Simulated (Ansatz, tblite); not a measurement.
Removing and adding an electron: `c1c[se]c(-c2ccc(-c3ccc(-c4ccc(-c5ccc(-c6ccc(-c7ccc[se]7)[se]6)[se]5)[se]4)[se]3)[se]2)c1`. Charge 0, multiplicity 1. Geometry: PBE-D4/def2-SVP. Ansatz, gas phase; energy differences of separate SCF runs; the oxidised species was run as a doublet alone; the reduced species was run as a doublet alone.

```xyz
51

C   -10.4489    2.5259    7.1627
C    -9.6806    1.7597    8.0151
Se   -8.0835    1.2307    7.2045
C    -8.6342    2.1740    5.6553
C    -7.8307    2.2335    4.4597
C    -8.1445    2.8449    3.2451
C    -7.1674    2.7504    2.2281
C    -6.0017    2.0551    2.5586
C    -4.8553    1.8037    1.7307
C    -4.6310    2.2374    0.4211
C    -3.4067    1.8409   -0.1610
C    -2.5640    1.0647    0.6383
C    -1.2743    0.5208    0.3361
C    -0.4311   -0.2409    1.1488
C     0.7946   -0.6397    0.5725
C     1.0202   -0.2257   -0.7425
C     2.1557   -0.4709   -1.5803
C     2.3920   -0.0496   -2.8905
C     3.6193   -0.4536   -3.4622
C     4.4514   -1.2263   -2.6498
C     5.7408   -1.7791   -2.9418
C     6.5670   -2.5612   -2.1333
C     7.7940   -2.9705   -2.7037
C     8.0354   -2.5410   -4.0088
C     9.1949   -2.8060   -4.8243
C    10.3636   -3.4699   -4.4570
C    11.3499   -3.5925   -5.4767
C    11.0098   -3.0341   -6.6919
Se    9.3077   -2.2674   -6.6384
Se    6.5817   -1.4916   -4.6192
Se    3.6306   -1.4941   -0.9583
Se   -0.4621    0.7898   -1.3598
Se   -3.3790    0.7767    2.3294
Se   -6.1114    1.4475    4.3499
C    -9.8820    2.7539    5.8762
H   -11.4273    2.9306    7.4595
H    -9.9102    1.4586    9.0441
H    -9.1013    3.3637    3.0913
H    -7.3141    3.1905    1.2316
H    -5.3649    2.8539   -0.1170
H    -3.1226    2.1265   -1.1854
H    -0.7136   -0.5081    2.1786
H     1.5362   -1.2404    1.1210
H     1.6592    0.5619   -3.4384
H     3.9104   -0.1803   -4.4878
H     6.2696   -2.8438   -1.1120
H     8.5145   -3.5969   -2.1591
H    10.5117   -3.8636   -3.4416
H    12.3145   -4.0937   -5.3109
H    11.6059   -3.0055   -7.6116
H   -10.3883    3.3511    5.1049
```

The xTB rows come from tblite. Single mean-field runs in def2-SVP are fitted with def2-universal-jkfit.

```tsv
level	−HOMO (eV)	vertical IE (eV)	−LUMO (eV)	vertical EA (eV)	HOMO–LUMO gap (eV)	IE − EA (eV)
GFN1-xTB	9.87	11.17	8.61	7.30	1.26	3.86
GFN2-xTB	9.54	10.77	8.34	7.13	1.20	3.64
PBE-D4/def2-SVP	4.33	5.61	3.08	1.90	1.25	3.71
PBE0-D4/def2-SVP	5.05	5.92	2.66	1.87	2.39	4.05
```

 Raw xTB energy differences between charge states are shifted by several eV; the methods need an empirical correction for them. Sets without diffuse functions give affinities that are too small.
